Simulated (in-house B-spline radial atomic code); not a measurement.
A run on neutral europium (an excited or competing configuration) that did not converge. Method: scalar-relativistic (X2C) B97-1, spin-polarised, spherical fractional occupations, exact exchange averaged over the configuration, Fermi nucleus of rms radius 5.1115 fm; computed with an all-electron radial atomic-structure program (B-spline basis).

Command:
```bash
python run_scf.py task.json out
```
Settings (nuclear radius in fm, mass in u):
```
Z                63
configuration    [Xe] 4f7 6s1 7f1
hamiltonian      x2c
method           b97_1
spin_polarised   True
nucleus          fermi
rms_radius       5.1115
atomic_mass      152.92124
speed_of_light   137.035999084
exact_exchange   averaged over the configuration
```

First and last ten iterations of the last attempt (damped for 15 steps, keeping 80 % of the old Fock matrix, then DIIS):
```
 iter        energy (Eh)    residual
    1      -10813.305137    6.25e-01
    2      -10817.854859    1.00e+00
    3      -10830.611896    6.16e-01
    4      -10837.324617    3.85e-01
    5      -10840.614230    2.64e-01
    6      -10842.131415    1.73e-01
    7      -10842.799911    1.09e-01
    8      -10843.080165    7.33e-02
    9      -10843.187749    5.08e-02
   10      -10843.236635    3.56e-02
  111      -10843.293861    9.42e-05
  112      -10843.293864    6.20e-05
  113      -10843.293867    4.61e-05
  114      -10843.293862    8.14e-05
  115      -10843.293861    9.39e-05
  116      -10843.293872    2.04e-05
  117      -10843.293876    2.56e-05
  118      -10843.293878    3.62e-05
  119      -10843.293873    2.13e-05
  120      -10843.293870    2.66e-05
 not converged after 120 iterations
```

The smallest residual met was 1.8e-05; the threshold is about 6e-07. Over the last five steps the energy moves by less than 2e-05 hartree, but the orbitals didn't meet the threshold. Cost of the run: 18 s on 1 thread of Arm Neoverse N1, with other jobs on the host.
